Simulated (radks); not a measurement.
Charge is removed step by step from the 5p down level of neutral lead, starting from [Kr] 4d10 4f14 5s2 5p(up 3, down 3) 5d10 6s2 6p2. Calculated with a radial shooting solver on a logarithmic mesh with Libxc functionals: scalar-relativistic Kohn-Sham, BLYP, spin-polarised, spherical densities, finite nucleus; open shells are filled with parallel spins first (spin-orbit coupling, left out, can overturn this in heavy ions); Fermi nuclear charge, rms radius 5.5012 fm.

removed (e)  E - E(0) (eV)  eigenvalue (eV)  E minus straight line (eV)
0                    0.000          -85.456                       0.000
0.125               10.773          -87.122                      -0.768
0.25                21.756          -88.828                      -1.325
0.375               32.955          -90.571                      -1.666
0.5                 44.374          -92.347                      -1.788
0.625               56.017          -94.154                      -1.686
0.75                67.887          -95.991                      -1.356
0.875               79.988          -97.854                      -0.795
1                   92.324          -99.743                       0.000

Removing the whole electron costs 92.324 eV by Delta-SCF, against 85.456 eV from minus the eigenvalue at the starting occupation. Slater's transition state (half an electron removed) gives 92.347 eV. Integrating minus the eigenvalue over the occupation (Janak's theorem) gives 92.431 eV. In this scalar-relativistic scheme the density is built from large components alone, so the theorem holds only approximately. The mean slope of the eigenvalue, de/dn, is 14.3 eV per electron.
